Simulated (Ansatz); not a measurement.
Relaxation of BTBT, `c1ccc2c(c1)sc1c3ccccc3sc21` with RKS PBE-D4/def2-SVP.

```sh
$ ansatz run in.yaml --threads 4 --pin off --events-out ev --progress --plain --max-ram 9574MiB
```

```yaml
crystal:
  periodic: [false, false, false]
  atoms:
    - {symbol: C, position_ang: [-4.251710, 1.052840, 0.647550]}
    - {symbol: C, position_ang: [-4.169160, 0.250150, -0.489290]}
    - {symbol: C, position_ang: [-2.955060, -0.228860, -0.930200]}
    - {symbol: C, position_ang: [-1.797930, 0.096670, -0.223700]}
    - {symbol: C, position_ang: [-1.895570, 0.909090, 0.925770]}
    - {symbol: C, position_ang: [-3.119230, 1.387890, 1.363040]}
    - {symbol: S, position_ang: [-0.343720, 1.211650, 1.680200]}
    - {symbol: C, position_ang: [0.442750, 0.255400, 0.461570]}
    - {symbol: C, position_ang: [1.797900, -0.099050, 0.225680]}
    - {symbol: C, position_ang: [2.955110, 0.228140, 0.931380]}
    - {symbol: C, position_ang: [4.169050, -0.250430, 0.489550]}
    - {symbol: C, position_ang: [4.251680, -1.052240, -0.648160]}
    - {symbol: C, position_ang: [3.119240, -1.387140, -1.364000]}
    - {symbol: C, position_ang: [1.895630, -0.909470, -0.925380]}
    - {symbol: S, position_ang: [0.343670, -1.212160, -1.679950]}
    - {symbol: C, position_ang: [-0.442870, -0.257690, -0.460040]}
    - {symbol: H, position_ang: [-5.213990, 1.417510, 0.974060]}
    - {symbol: H, position_ang: [-5.071210, 0.002690, -1.029030]}
    - {symbol: H, position_ang: [-2.883060, -0.849940, -1.810240]}
    - {symbol: H, position_ang: [-3.174780, 2.009660, 2.242890]}
    - {symbol: H, position_ang: [2.882920, 0.851390, 1.810000]}
    - {symbol: H, position_ang: [5.071200, -0.003480, 1.029270]}
    - {symbol: H, position_ang: [5.214100, -1.416740, -0.974750]}
    - {symbol: H, position_ang: [3.175060, -2.005900, -2.246230]}
basis:
  gaussian: {orbitals: def2-SVP}
hamiltonian: {xc: pbe, dispersion: d4}
scf: {lower_state_search: "off"}
output: {orbitals: {seedname: orbitals}}
relax: {f_tol: 0.03, max_steps: 70}
```

It took 22 s on 4 threads of Arm Neoverse V1 on a shared host.

Positions (Å) and forces (eV/Å) at steps 1, 2, 4 of 4:

```xyz
24
step=1 energy=-36275.7988 eV
C    -4.252    1.053    0.648   -0.216    0.056    0.045
C    -4.169    0.250   -0.489   -0.255   -0.046   -0.119
C    -2.955   -0.229   -0.930    0.077   -0.074   -0.085
C    -1.798    0.097   -0.224    0.235   -0.183   -0.234
C    -1.896    0.909    0.926    0.414    0.163    0.328
C    -3.119    1.388    1.363    0.043    0.136    0.194
S    -0.344    1.212    1.680    0.117    0.221    0.341
C     0.443    0.255    0.462    0.137    0.256    0.393
C     1.798   -0.099    0.226   -0.239    0.193    0.220
C     2.955    0.228    0.931   -0.082    0.070    0.080
C     4.169   -0.250    0.490    0.258    0.041    0.115
C     4.252   -1.052   -0.648    0.215   -0.058   -0.039
C     3.119   -1.387   -1.364   -0.038   -0.129   -0.196
C     1.896   -0.909   -0.925   -0.417   -0.171   -0.323
S     0.344   -1.212   -1.680   -0.113   -0.220   -0.336
C    -0.443   -0.258   -0.460   -0.138   -0.256   -0.389
H    -5.214    1.418    0.974   -0.663    0.257    0.232
H    -5.071    0.003   -1.029   -0.609   -0.172   -0.376
H    -2.883   -0.850   -1.810    0.012   -0.432   -0.618
H    -3.175    2.010    2.243   -0.100    0.445    0.625
H     2.883    0.851    1.810   -0.010    0.424    0.617
H     5.071   -0.003    1.029    0.612    0.175    0.375
H     5.214   -1.417   -0.975    0.660   -0.253   -0.232
H     3.175   -2.006   -2.246    0.099   -0.442   -0.616
24
step=2 energy=-36275.9822 eV
C    -4.291    1.063    0.655   -0.053    0.022    0.015
C    -4.209    0.253   -0.494   -0.068   -0.021   -0.043
C    -2.982   -0.230   -0.939    0.021   -0.011   -0.014
C    -1.812    0.097   -0.229    0.065   -0.096   -0.117
C    -1.911    0.917    0.933    0.075    0.057    0.089
C    -3.146    1.401    1.376    0.029    0.033    0.063
S    -0.350    1.218    1.684    0.048    0.125    0.189
C     0.446    0.259    0.465    0.072    0.045    0.078
C     1.812   -0.098    0.229   -0.068    0.090    0.119
C     2.982    0.230    0.939   -0.024    0.008    0.013
C     4.209   -0.253    0.494    0.070    0.022    0.042
C     4.291   -1.062   -0.655    0.053   -0.019   -0.018
C     3.146   -1.400   -1.376   -0.029   -0.037   -0.058
C     1.911   -0.918   -0.932   -0.076   -0.053   -0.093
S     0.350   -1.219   -1.684   -0.046   -0.124   -0.189
C    -0.446   -0.260   -0.464   -0.071   -0.043   -0.078
H    -5.266    1.433    0.987   -0.170    0.069    0.065
H    -5.123    0.002   -1.042   -0.154   -0.048   -0.100
H    -2.913   -0.860   -1.832   -0.012   -0.111   -0.163
H    -3.206    2.030    2.269   -0.041    0.116    0.157
H     2.913    0.859    1.833    0.014    0.112    0.161
H     5.123   -0.001    1.041    0.154    0.047    0.101
H     5.267   -1.431   -0.988    0.169   -0.069   -0.065
H     3.206   -2.029   -2.270    0.041   -0.114   -0.156
24
step=4 energy=-36275.9990 eV
C    -4.307    1.066    0.657    0.001    0.003    0.004
C    -4.225    0.254   -0.496    0.004   -0.004   -0.003
C    -2.994   -0.231   -0.943   -0.004    0.000    0.000
C    -1.818    0.096   -0.232   -0.003   -0.003   -0.005
C    -1.917    0.920    0.935    0.013    0.003    0.008
C    -3.157    1.405    1.381   -0.001    0.000   -0.001
S    -0.352    1.223    1.690    0.001   -0.005   -0.008
C     0.448    0.260    0.466   -0.030    0.014    0.014
C     1.818   -0.097    0.232    0.003    0.003    0.005
C     2.994    0.230    0.943    0.004    0.000    0.000
C     4.225   -0.254    0.496   -0.005    0.003    0.004
C     4.307   -1.066   -0.658   -0.001   -0.003   -0.005
C     3.157   -1.405   -1.381    0.001    0.000    0.001
C     1.917   -0.921   -0.935   -0.013   -0.003   -0.008
S     0.352   -1.224   -1.690   -0.001    0.006    0.008
C    -0.448   -0.260   -0.466    0.030   -0.014   -0.014
H    -5.286    1.439    0.995   -0.001   -0.002   -0.004
H    -5.142    0.001   -1.048   -0.001    0.002    0.003
H    -2.930   -0.863   -1.841   -0.002    0.001    0.000
H    -3.222    2.038    2.278   -0.003    0.002    0.002
H     2.930    0.863    1.841    0.002    0.000    0.000
H     5.142    0.000    1.048    0.001   -0.003   -0.003
H     5.286   -1.439   -0.995    0.001    0.003    0.004
H     3.222   -2.038   -2.278    0.003   -0.002   -0.002
```
